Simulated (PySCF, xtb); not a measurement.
C2H6BF2N, SMILES NB(CF)CF. Other conformers were not sampled.

Harmonic wavenumbers (cm⁻¹) from xtb with GFN2-xTB at its own minimum, in rising order: 64, 72, 150, 208, 319, 336, 502, 565, 688, 755, 757, 835, 855, 985, 1023, 1126, 1194, 1207, 1293, 1298, 1422, 1436, 1446, 1541, 2930, 2934, 2946, 2951, 3473, 3511.

Task: What does PBE-D3(BJ)/def2-SVP run with PySCF give at its own minimum? (The exact figures need the calculation; the answer reports its results.)

Result: 87, 93, 158, 207, 324, 349, 505, 577, 594, 766, 791, 829, 898, 1003, 1041, 1121, 1194, 1209, 1287, 1339, 1376, 1393, 1405, 1535, 2926, 2931, 2967, 2973, 3498, 3613. Paired by order, the mean absolute difference is 23 cm⁻¹ and the zero-point energies are 55.5 and 55.7 kcal/mol.
